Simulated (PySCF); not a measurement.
**Unknown compound**

The spectra below were simulated for a compound C7H11N3.

¹H NMR (500 MHz, computed): δ 7.70 (s, 1H), 3.13 (m, 1H), 2.99 (q, 2H), 1.28 (t, 3H), 1.04 (m, 2H), 0.88 (m, 2H).

¹³C{¹H} NMR (computed): δ 160.5 (C), 146.7 (CH), 25.7 (CH), 23.1 (CH2), 16.2 (CH3), 9.1 (CH2).

Theory: GIAO PBE0/pcSseg-1 shieldings, structure optimised with GFN2-xTB, in PySCF (non-relativistic, no solvent model, single conformer, rapidly exchanging positions averaged).

Chemical shifts δ = σref − σ; ¹H and ¹³C against TMS, all at this level.

Task: Which candidate is it?
A. CCc1nncn1C1CC1
B. C=CCn1cnnc1CC
C. C=Cc1nn[nH]c1C(C)C
D. C=CCn1cc(CC)nn1
E. Cc1cnn(C2CCC2)n1

Result: A. 

The formula gives 4 degrees of unsaturation (2 rings in the answer). 6 carbon signals for 7 carbons: some carbons are equivalent by symmetry or fast rotation. Carbon types of the structure: 1 × C, 2 × CH, 3 × CH2, 1 × CH3, which accounts for all hydrogens. δC 160.5: substituted aromatic carbon next to a ring nitrogen. δC 146.7: aromatic CH between two ring heteroatoms. δC 23.1: sp3 CH2 on an aromatic ring; aliphatic region, no heteroatom directly attached. δC 16.2: methyl carbon; a saturated carbon with 1 carbon neighbour and no heteroatom attached. δH 2.99: hydrogen on an sp3 CH2 on an aromatic ring; benzylic-type position, deshielded by the ring.

The others: C=Cc1nn[nH]c1C(C)C would give 5 signals for carbon-bound and other non-exchanging H, not 6; C=CCn1cnnc1CC would give 7 carbon signals, not 6; Cc1cnn(C2CCC2)n1 would give 7 signals for carbon-bound and other non-exchanging H, not 6; C=CCn1cc(CC)nn1 would give 7 carbon signals, not 6.

Shifts are as computed. Against solution values, carbons near 30 ppm lie about +3 ppm off and those near 130 ppm about +5 ppm. Of 1211 compounds with measured shifts, 218 miss one by over three times the rms of a fit or turn the order of signals round; such compounds aren't used in these exercises. Multiplicities follow the n + 1 count of equivalent neighbours, as no J values were calculated; m marks all less simple cases, F and P coupling included.
